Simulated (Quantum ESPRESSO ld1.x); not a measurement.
Question: These are the eigenvalues of the occupied orbitals of an atom or ion with whole-number occupations (hartree). All-electron calculation, non-relativistic Kohn-Sham, LDA (Slater exchange, Perdew-Wang correlation), spin-unpolarised, spherical densities, point nucleus. Program: ld1.x of Quantum ESPRESSO 7.5.

orbital  eigenvalue
1s         -13.6291
2s         -2.00974
3s         -0.59965

Which element is it, and in what charge state? The configuration may be excited.

Answer: Z = 6, carbon, charge +2: C2+ in 1s1 2s2 3s1. The list shows which subshells hold electrons but not how many an open one holds; the 1s level, -13.629 hartree, gives Z - s = 5.2 by -(Z - s)^2/2, which with screening narrows Z to a few neighbours, and the depths of the outer levels then fix element, charge and occupations together.
